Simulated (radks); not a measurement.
Q: Isoelectronic series with 5 electrons, each ion in its NIST ground configuration. All-electron calculation, scalar-relativistic Kohn-Sham, PBEsol, spin-polarised, spherical densities, point nucleus; open shells are filled with parallel spins first (spin-orbit coupling, left out, can overturn this in heavy ions). Program: a radial shooting solver on a logarithmic mesh with Libxc functionals. Total energies (hartree) and orbital eigenvalues (eV) (* marks an orbital that is empty in some or all of the ions):

ion,configuration,E (hartree),3s up*,2p down*,2p up,2s down
Ar13+,[He] 2s2 2p1,-406.28924,-306.5773,-710.2462,-720.0688,-756.1023
V18+,[He] 2s2 2p1,-679.25777,-562.9753,-1291.392,-1304.577,-1356.295
Ni23+,[He] 2s2 2p1,-1023.87574,-897.6478,-2045.778,-2062.335,-2134.479
As28+,[He] 2s2 2p1,-1441.64288,-1312.088,-2975.156,-2995.094,-3095.019
Sr33+,[He] 2s2 2p1,-1934.42934,-1808.189,-4081.689,-4105.022,-4243.426
Tc38+,[He] 2s2 2p1,-2504.51888,-2388.281,-5367.956,-5394.699,-5586.493
Cd43+,[He] 2s2 2p1,-3154.66510,-3055.189,-6836.954,-6867.125,-7132.476
Ce53+,[He] 2s2 2p1,-4708.9494,-4663.669,-10337.31,-10374.40,-10875.01
Eu58+,[He] 2s2 2p1,-5621.7141,-5614.118,-12376.88,-12417.46,-13097.87
Er63+,[He] 2s2 2p1,-6632.0744,-6669.421,-14615.65,-14659.76,-15577.22
Ta68+,[He] 2s2 2p1,-7746.7874,-7836.504,-17058.93,-17106.60,-18334.01
Pt73+,[He] 2s2 2p1,-8974.0466,-9123.740,-19712.61,-19763.88,-21393.80

Estimate the row of I48+ ([He] 2s2 2p1).

A: E (hartree) -3888.16421; 3s up* -3812.302; 2p down* -8492.114; 2p up -8525.733; 2s down -8891.328.
